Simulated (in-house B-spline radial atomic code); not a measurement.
PBE excitations of I7+

Method: PBE. Computed with an all-electron radial atomic-structure program (B-spline basis): linear response of the closed shell [Kr] 4d10 with the functional's adiabatic kernel; scalar-relativistic (spin-free one-electron X2C), finite nucleus, no spin-orbit coupling, no double excitations, S, P, D and F terms only; shells from n = 2 respond. Only terms of natural parity with L up to 3 were computed.

Command:
```bash
python run_td.py task.json out
```
Settings (radii: box in bohr, nucleus in fm):
```
Z                        53
electrons                46
configuration            [Kr] 4d10
hamiltonian              x2c
method                   pbe,pbe
box_radius               12.81
rms_radius               4.75
intervals                69
```

Time taken, with all properties: 3.4 s on 1 thread of Arm Neoverse N1 (shared host).

The lowest states, in the order of their Tamm-Dancoff energies; the method's threshold (minus the highest occupied level) is 139.75 eV. Labels give the largest channel, * marks a mixed state, and oscillator strengths are full-response dipole values. Semilocal kernels can invert the small singlet-triplet splittings of Rydberg terms. Energies in eV:

| state | full response | Tamm-Dancoff | oscillator strength |
| --- | --- | --- | --- |
| 4d → 5s 3D | 44.46 | 44.48 | - |
| 4d → 5s 1D | ? | ? | - |
| 4d → 5p 3P | 59.19 | 59.22 | - |
| 4d → 5p 3F | 59.41 | 59.43 | - |
| 4d → 5p 1F | ? | ? | - |
| 4d → 5p 1P | 61.12 | 61.20 | 0.965 |
| 4d → 4f 3P | 75.06 | 75.11 | - |
| 4d → 4f 3F | 76.14 | 76.17 | - |
| 4d → 4f 1F | 78.73 | 78.79 | - |
| 4d → 5d 3S | 80.29 | 80.31 | - |

(1) Where does 4d → 5p 1F lie?

(2) Where does 4d → 5s 1D lie?

(3) How large is the singlet-triplet splitting of 4d → 5s (D terms) in Tamm-Dancoff?

(4) What polarisabilities and dispersion coefficient does the method give?

## Answers

(1) At 59.96 eV in full response, 59.96 eV in Tamm-Dancoff.

(2) At 45.33 eV in full response, 45.34 eV in Tamm-Dancoff.

(3) 0.859 eV, from the unrounded values.

(4) Dipole 1.061 bohr³, quadrupole 1.288 bohr⁵, C6 2.949 hartree·bohr⁶ for two such species.
